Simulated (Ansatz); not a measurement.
A run for Ansatz (an electronic-structure program): R-PBE/def2-TZVPPD on GeH4 (SMILES [GeH4]) with ghost functions, monomers drawn apart or pushed together. Files ending in .json are basis or fitting sets from the Basis Set Exchange.

Ansatz 0.2 input:
```yaml
crystal:
  periodic: [false, false, false]
  atoms:
    - {symbol: Ge, position_ang: [0.12721440, -0.06567561, 0.38920267]}
    - {symbol: H, position_ang: [0.50711535, 0.36237339, -1.03629169]}
    - {symbol: H, position_ang: [1.20839491, -0.99935054, 0.95173922]}
    - {symbol: H, position_ang: [-1.22211318, -0.79753565, 0.36392592]}
    - {symbol: H, position_ang: [0.01642066, 1.17908033, 1.28262354]}
basis:
  gaussian:
    orbitals: def2-TZVPPD.json
    ghost_atoms:
      - {symbol: Ge, position_ang: [-0.10129211, 0.05231943, 4.09852994]}
      - {symbol: H, position_ang: [1.37304432, 0.23787589, 3.71335987]}
      - {symbol: H, position_ang: [-0.75273938, -0.96017573, 3.14464118]}
      - {symbol: H, position_ang: [-0.83381153, 1.39747837, 3.99206207]}
      - {symbol: H, position_ang: [-0.19544042, -0.47184294, 5.53951818]}
hamiltonian:
  xc: {name: PBE}
scf: {lower_state_search: off}
```

It printed:

```
WARN ansatz: RAYON_NUM_THREADS=1 ignored (pool sized by the plan → 1); use --threads N
Functional definition: PBE
these checks for a lower state are left out or cut short: stability, starts, cluster_reference, orbital_swaps, neighbouring_geometries, increment
integrals: 0.18 GiB planned
1185 factors; their error is unknown
mean field: 1.14 GiB planned
mean field evaluation 1: about -56573.2140 eV, gradient 2.5e1 eV
mean field evaluation 2: about -56573.5968 eV, gradient 2.8e1 eV
mean field evaluation 4: about -56574.0780 eV, gradient 5.9e-1 eV
mean field evaluation 8: about -56574.0720 eV, gradient 1.6e-3 eV
mean field -56574.07198514 eV, -2079.0587981708 hartree, gradient 7.1e-6 eV, S^2 0.000000; 0 other end points of the search recorded, 0 dependent functions left out
reference -56574.07202436 eV, -2079.0587996120 hartree; 18, 18 occupied and 226, 226 virtual orbitals, 1185 factors
Total energy: -56574.07202436 eV, -2079.0587996120 hartree
Checks for a lower state left out: stability, starts, cluster_reference, orbital_swaps, neighbouring_geometries, increment
```

The calculation finished and met its thresholds.

Cost: roughly 3 core-seconds.
